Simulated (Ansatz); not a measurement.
Consider the redistribution: `CSBO[SiH3]` + `[SiH3][AsH2]` → `CSB[SiH3]` + `[SiH3]O[AsH2]`.

Isolated molecules relaxed with PBE0-D4/def2-TZVP in Ansatz; ΔE leaves out vibrations. CCSD(T)/CBS is the MP2 limit (def2-TZVPP, def2-QZVPP) plus CCSD(T) − MP2 in def2-TZVPP, frozen cores. Functionals use def2-TZVPP. For As outer-core shells are correlated without core-valence functions, which leaves a few kJ/mol of doubt a bond. Scalar relativity is left out up to krypton. One conformer a species, not always the lowest.

| level | ΔE (kcal/mol) | difference from CCSD(T)/CBS |
| --- | --- | --- |
| BLYP-D4 | 41.2 | -2.4 |
| r2SCAN-D4 | 43.7 | 0.1 |
| CAM-B3LYP-D4 | 43.3 | -0.3 |
| ωB97M-V | 43.6 | 0.0 |
| PBE-QIDH | 44.5 | 0.9 |
| PBE0 | 43.4 | -0.2 |
| r2SCAN0 | 45.1 | 1.5 |
| LC-ωPBE | 43.1 | -0.5 |
| RPA@PBE/def2-TZVPP | 40.4 | -3.2 |
| CCSD/def2-SVP | 46.6 | 3.0 |
| CCSD(T)/def2-SVP | 46.1 | 2.5 |
| CCSD/def2-TZVPP | 43.2 | -0.4 |
| HF/def2-QZVPP | 44.3 | 0.7 |
| HF/CBS(def2) | 44.2 | 0.6 |
| MP2/CBS(def2) | 45.2 | 1.6 |
| CCSD/CBS(def2) | 44.0 | 0.4 |
| CCSD(T)/CBS | 43.6 | 0 |

Largest T1 diagnostic among the species: 0.015.

From r2SCAN to r2SCAN0 (25 % exact exchange), in def2-TZVPP and without D4, ΔE moves by +1.5 kcal/mol. Leaving LDA and LC-ωPBE aside and taking each functional with its dispersion term where it has one, the values, not all of them listed here, spread over 4.2 kcal/mol, from B97M-V to r2SCAN0-D4. LDA lies +3.0 kcal/mol from PBE without D4.
